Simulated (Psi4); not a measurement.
MgO (SMILES [O]=[Mg]), singlet, geometry from GFN2-xTB (such geometries of metal compounds can be far from the true shape), atoms displaced at random by about 0.002 Å a coordinate; CAM-B3LYP/cc-pVDZ run with Psi4 1.11.

Here is a job for Psi4.
```
memory 2 GB

molecule {
0 1
  Mg    0.00115606    0.00475345   -0.65588877
  O    -0.00142325    0.00187953    0.98759969
}

set basis cc-pvdz

energy('cam-b3lyp')
print_variables()
```

Problem. What does Psi4 print? Leave out banner, timings and long lists.

Solution. 
```
   => Loading Basis Set <=

    Name: CC-PVDZ
    Role: ORBITAL
    Keyword: BASIS

         ---------------------------------------------------------
                                   SCF
               by Justin Turney, Rob Parrish, Andy Simmonett
                          and Daniel G. A. Smith
                              RKS Reference
         ---------------------------------------------------------

  ==> Geometry <==

    Molecular point group: c2v
    Full point group: C_inf_v

    Geometry (in Angstrom), charge = 0, multiplicity = 1:

       Center              X                  Y                   Z               Mass
    ------------   -----------------  -----------------  -----------------  -----------------
         MG          -0.000000000000     0.000000000000    -0.657517730958    23.985041697000
         O            0.000000000000     0.000000000000     0.985975265805    15.994914619570

  Running in c2v symmetry.

  Rotational constants: A = ************  B =      0.65040  C =      0.65040 [cm^-1]
  Rotational constants: A = ************  B =  19498.50863  C =  19498.50863 [MHz]
  Nuclear repulsion =   30.910391662375982

  Charge       = 0
  Multiplicity = 1
  Electrons    = 20
  Nalpha       = 10
  Nbeta        = 10

  ==> Algorithm <==

  SCF Algorithm Type is DF.
  DIIS enabled.
  MOM disabled.
  Fractional occupation disabled.
  Guess Type is SAD.
  Energy threshold   = 1.00e-06
  Density threshold  = 1.00e-06
  Integral threshold = 1.00e-12

  ==> Primary Basis <==

  Basis Set: CC-PVDZ
    Blend: CC-PVDZ
    Number of shells: 14
    Number of basis functions: 32
    Number of Cartesian functions: 34
    Spherical Harmonics?: true
    Max angular momentum: 2

  ==> DFT Potential <==

   => LibXC <=

    Version 7.1.2
    S. Lehtola, C. Steigemann, M. J. T. Oliveira, and M. A. L. Marques,  SoftwareX 7, 1–5 (2018) (10.1016/j.softx.2017.11.002)

   => Composite Functional: CAM-B3LYP <=

    CAM-B3LYP Hyb-GGA Exchange-Correlation Functional

    T. Yanai, D. P. Tew, and N. C. Handy,  Chem. Phys. Lett. 393, 51 (2004) (10.1016/j.cplett.2004.06.011)

    Deriv               =              1
    GGA                 =           TRUE
    Meta                =          FALSE

    Exchange Hybrid     =           TRUE
    MP2 Hybrid          =          FALSE

   => Exchange Functionals <=

    0.3500         Becke 88 [omega = 0.3300]
    0.4600   Short-range recipe for B88 functional - erf [omega = 0.3300]

   => Exact (HF) Exchange <=

    0.4600            HF,LR [omega = 0.3300]
    0.1900               HF

   => Correlation Functionals <=

    0.1900   Vosko, Wilk & Nusair (VWN5)
    0.8100   Lee, Yang & Parr

   => LibXC Density Thresholds  <==

    XC_HYB_GGA_XC_CAM_B3LYP:  1.00E-14

   => Molecular Quadrature <=

    Radial Scheme          =       TREUTLER
    Pruning Scheme         =           NONE
    Nuclear Scheme         =       TREUTLER

    Blocking Scheme        =         OCTREE
    BS radius alpha        =              1
    Pruning alpha          =              1
    Radial Points          =             75
    Spherical Points       =            302
    Total Points           =          43403
    Total Blocks           =            408
    Max Points             =            255
    Max Functions          =             32
    Weights Tolerance      =       1.00E-15

   => Loading Basis Set <=

    Name: (CC-PVDZ AUX)
    Role: JKFIT
    Keyword: DF_BASIS_SCF

  ==> Integral Setup <==

  SCF_SUBTYPE=INCORE selected. In-core MEM_DF algorithm will be used.
  Using in-core AOs.

  ==> MemDFJK: Density-Fitted J/K Matrices <==

    J tasked:                   Yes
    K tasked:                   Yes
    wK tasked:                  Yes
    Omega:                3.300E-01
    Algorithm:                 Core
    Schwarz Cutoff:           1E-12
    Mask sparsity (%):       0.0000
    Fitting Condition:        1E-10

   => Auxiliary Basis Set <=

  Basis Set: (CC-PVDZ AUX)
    Blend: CC-PVDZ-JKFIT + DEF2-UNIVERSAL-JKFIT
    Number of shells: 58
    Number of basis functions: 182
    Number of Cartesian functions: 218
    Spherical Harmonics?: true
    Max angular momentum: 4

  Minimum eigenvalue in the overlap matrix is 7.4532624179E-03.
  Reciprocal condition number of the overlap matrix is 2.5988946603E-03.
    Using symmetric orthogonalization.

  ==> Pre-Iterations <==

  SCF Guess: Superposition of Atomic Densities via on-the-fly atomic UHF (no occupation information).

   -------------------------
    Irrep   Nso     Nmo
   -------------------------
     A1        16      16
     A2         2       2
     B1         7       7
     B2         7       7
   -------------------------
    Total      32      32
   -------------------------

  ==> Iterations <==

                           Total Energy        Delta E     RMS |[F,P]|

   @DF-RKS iter SAD:  -274.48607795618551   -2.74486e+02   0.00000e+00
   @DF-RKS iter   1:  -274.62534443962437   -1.39266e-01   5.45137e-02 ADIIS/DIIS
   @DF-RKS iter   2:  -268.00470202092970    6.62064e+00   1.13978e-01 ADIIS
   @DF-RKS iter   3:  -274.38489453043263   -6.38019e+00   6.92189e-02 ADIIS/DIIS
   @DF-RKS iter   4:  -275.16754811371038   -7.82654e-01   7.47483e-03 ADIIS/DIIS
   @DF-RKS iter   5:  -275.17155321561364   -4.00510e-03   4.11849e-03 ADIIS/DIIS
   @DF-RKS iter   6:  -275.17439270188009   -2.83949e-03   1.39385e-04 ADIIS/DIIS
   @DF-RKS iter   7:  -275.17439875238034   -6.05050e-06   2.81804e-04 ADIIS/DIIS
   @DF-RKS iter   8:  -275.17441684051107   -1.80881e-05   1.67877e-05 DIIS
   @DF-RKS iter   9:  -275.17441740984458   -5.69334e-07   1.17686e-05 DIIS
   @DF-RKS iter  10:  -275.17441746351113   -5.36666e-08   1.31624e-06 DIIS
   @DF-RKS iter  11:  -275.17441746417381   -6.62681e-10   4.72912e-07 DIIS
  Energy and wave function converged.

  ==> Post-Iterations <==

   Electrons on quadrature grid:
      Ntotal   =   20.0000112310 ; deviation = 1.123e-05

    Orbital Energies [Eh]
    ---------------------

    Doubly Occupied:

[...]
       2B1    -0.275588

    Virtual:

[...]
       7B1     2.845572

    Final Occupation by Irrep:
             A1    A2    B1    B2
    DOCC [     6,    0,    2,    2 ]
    NA   [     6,    0,    2,    2 ]
    NB   [     6,    0,    2,    2 ]

  @DF-RKS Final Energy:  -275.17441746417381

   => Energetics <=

    Nuclear Repulsion Energy =             30.9103916623759822
    One-Electron Energy =                -445.6460333754633893
    Two-Electron Energy =                 158.4243645992486051
    DFT Exchange-Correlation Energy =     -18.8631403503349802
    Empirical Dispersion Energy =           0.0000000000000000
    VV10 Nonlocal Energy =                  0.0000000000000000
    Total Energy =                       -275.1744174641738141

Computation Completed

Properties will be evaluated at   0.000000,   0.000000,   0.000000 [a0]

Properties computed using the SCF density matrix

 Multipole Moments:

 ------------------------------------------------------------------------------------
     Multipole            Electronic (a.u.)      Nuclear  (a.u.)        Total (a.u.)
 ------------------------------------------------------------------------------------

 L = 1.  Multiply by 2.5417464519 to convert [e a0] to [Debye]
 Dipole X            :          0.0000000            0.0000000            0.0000000
 Dipole Y            :          0.0000000            0.0000000            0.0000000
 Dipole Z            :         -2.6062286           -0.0045555           -2.6107840
 Magnitude           :                                                    2.6107840

 ------------------------------------------------------------------------------------

  Variable Map:
  ----------------------------------------------------------------------------
[...]
  Array Variable Map:
  ----------------------------------------------------------------------------
[...]
[...]
```
